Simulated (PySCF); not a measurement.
W(NH)2Me2, C2H8N2W (singlet state).
Geometry (PBE0-D3(BJ)/def2-SVP, Å), atoms numbered from 1 in this order:
```
atom  x, y, z in Å
W1     0.2994   -0.0024    0.2375
N2     0.1677   -0.0182    1.9838
H3     0.5405   -0.0096    2.9281
N4     1.9507    0.0227   -0.3421
H5     2.9598    0.0350   -0.2324
C6    -0.6316    1.7751   -0.4524
H7    -0.5960    1.8006   -1.5559
H8    -0.1497    2.6919   -0.0785
H9    -1.6851    1.7887   -0.1216
C10   -0.5808   -1.7939   -0.4813
H11   -1.6299   -1.8505   -0.1423
H12   -0.0633   -2.7022   -0.1354
H13   -0.5511   -1.7892   -1.5853
```

Theory: PySCF, PBE0-D3(BJ)/def2-SVP geometry optimisation, gas phase, def2 core potentials past Kr.

Take the most abundant isotopes and a rigid rotor. The values belong to one conformer.

**Question.** Give the principal moments of inertia and the rotational constants in MHz.

**Answer.** Ia = 148.73, Ib = 175.68, Ic = 181.62 u·Å²; 505379 MHz·u·Å²/I gives A = 3398, B = 2877, C = 2783 MHz.

**Question.** Classify the top.

**Answer.** An asymmetric top; Ray's κ = -0.694.

**Question.** Is it planar, by Δ = Ic − Ia − Ib?

**Answer.** Not planar: Δ = Ic − Ia − Ib = -142.78 u·Å². For a rigid frame Δ = −2 Σ m c², so Σ m c² = 71.39 u·Å² lies off the ab plane: 11.27 from hydrogen and 60.12 from heavier atoms. The atom farthest from that plane is 2.08 Å away.

**Question.** Give the other two planar moments, Paa and Pbb, and the rms extents of the mass along the axes.

**Answer.** Paa = Σ m a² = (Ib + Ic − Ia)/2 = 104.29 and Pbb = Σ m b² = (Ia + Ic − Ib)/2 = 77.34 u·Å². With the mass M = 244.02 u, the rms extents √(P/M) along a, b and c are 0.65, 0.56, 0.54 Å.

**Question.** List the rotational levels J(Ka,Kc) to J = 3 (MHz).

**Answer.** Above 0(0,0):
J = 1: 1(0,1) 5659, 1(1,1) 6181, 1(1,0) 6275
J = 2: 2(0,2) 16966, 2(1,2) 17405, 2(1,1) 17688, 2(2,1) 19252, 2(2,0) 19263
J = 3: 3(0,3) 33899, 3(1,3) 34235, 3(1,2) 34799, 3(2,2) 36230, 3(2,1) 36287, 3(3,1) 39079, 3(3,0) 39079

**Question.** Which types of transition are allowed, and where do some lines up to J = 5 fall?

**Answer.** The dipole components are |μa| = 0.01 D, |μb| = 0.41 D, |μc| = 0.04 D. The squared components, which scale the intensities, stand as 0.00 : 1.00 : 0.01 (a : b : c). Some lines, for components of 0.1 D or more:

```
type  branch         J(Ka,Kc)    MHz  lower level (cm⁻¹)
   b       Q  2(1,1) ← 2(0,2)    721               0.566
   b       Q  3(2,1) ← 3(1,2)   1488               1.161
   b       Q  5(2,4) ← 5(1,5)   2446               2.825
   b       Q  3(3,0) ← 3(2,1)   2793               1.210
   b       Q  4(4,1) ← 4(3,2)   3960               2.059
   b       R  3(2,1) ← 2(1,2)  18882               0.581
   b       R  3(3,1) ← 2(2,0)  19815               0.643
   b       R  3(3,0) ← 2(2,1)  19828               0.642
   b       R  4(3,2) ← 3(2,1)  25450               1.210
   b       R  4(4,0) ← 3(3,1)  26618               1.304
   b       R  5(1,5) ← 4(0,4)  28253               1.882
   b       R  5(2,4) ← 4(1,3)  29530               1.921
   b       R  5(2,3) ← 4(1,4)  30822               1.890
```

No frequency check. No vibrational averaging or centrifugal distortion is included, and the geometry carries the error of its method. A rigid rotor knows nothing of internal rotation, which can split or shift real lines. Quadrupole hyperfine structure (14N) is left out.

The run took 1.9 min of wall time on an Arm Neoverse V2 with one thread, on a shared host, and the process peaked at 0.48 GiB of memory. This is the geometry optimisation.
